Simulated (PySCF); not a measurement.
# Cost of excited-state runs on `CCC#C[C@H](Cl)CCO`, [C$_{7}$H$_{11}$ClO]+, doublet, charge +1

Molfile (atoms numbered from 1):
```
C7H11ClO
     RDKit          3D

 20 19  0  0  0  0  0  0  0  0999 V2000
   -3.3157   -0.9941    0.2833 C   0  0  0  0  0  0  0  0  0  0  0  0
   -2.6205    0.3568    0.3825 C   0  0  0  0  0  0  0  0  0  0  0  0
   -1.3655    0.3921   -0.2988 C   0  0  0  0  0  0  0  0  0  0  0  0
   -0.3050    0.4089   -0.8846 C   0  0  0  0  0  0  0  0  0  0  0  0
    0.9409    0.3998   -1.5865 C   0  0  2  0  0  0  0  0  0  0  0  0
    1.3330   -1.2493   -2.1994 Cl  0  0  0  0  0  0  0  0  0  0  0  0
    2.1344    0.9581   -0.7995 C   0  0  0  0  0  0  0  0  0  0  0  0
    2.4379    0.0439    0.4054 C   0  0  0  0  0  0  0  0  0  0  0  0
    2.7610   -1.2522    0.0349 O   0  0  0  0  0  0  0  0  0  0  0  0
   -4.2587   -0.9639    0.8212 H   0  0  0  0  0  0  0  0  0  0  0  0
   -2.6968   -1.7826    0.7083 H   0  0  0  0  0  0  0  0  0  0  0  0
   -3.5128   -1.2527   -0.7556 H   0  0  0  0  0  0  0  0  0  0  0  0
   -3.2608    1.1471   -0.0324 H   0  0  0  0  0  0  0  0  0  0  0  0
   -2.4605    0.6271    1.4345 H   0  0  0  0  0  0  0  0  0  0  0  0
    0.8326    1.0151   -2.4932 H   0  0  0  0  0  0  0  0  0  0  0  0
    1.8965    1.9600   -0.4420 H   0  0  0  0  0  0  0  0  0  0  0  0
    3.0045    1.0121   -1.4553 H   0  0  0  0  0  0  0  0  0  0  0  0
    3.2570    0.5145    0.9679 H   0  0  0  0  0  0  0  0  0  0  0  0
    1.5524   -0.0303    1.0428 H   0  0  0  0  0  0  0  0  0  0  0  0
    3.6410   -1.2998   -0.3655 H   0  0  0  0  0  0  0  0  0  0  0  0
  1  2  1  0
  2  3  1  0
  3  4  3  0
  4  5  1  0
  5  6  1  0
  5  7  1  0
  7  8  1  0
  8  9  1  0
  1 10  1  0
  1 11  1  0
  1 12  1  0
  2 13  1  0
  2 14  1  0
  5 15  1  6
  7 16  1  0
  7 17  1  0
  8 18  1  0
  8 19  1  0
  9 20  1  0
M  END
```

PySCF with density fitting, on 1 thread of an Arm Neoverse N1, shared host. Command: `OMP_NUM_THREADS=1 python excited_run.py task.json out`

Task: How long does each of these runs take, and how much memory?
- open-shell absorption, B3LYP/def2-SVP; 10 states; full response; IEF-PCM dichloromethane
- open-shell absorption, B3LYP/def2-SVP; 10 states; full response

Result: 
```tsv
run	level	basis functions	wall time	peak memory (GiB)
open-shell absorption	B3LYP/def2-SVP	185	2.2 min	1
open-shell absorption	B3LYP/def2-SVP	185	2.7 min	0.76
```
Times from a shared host are rough.
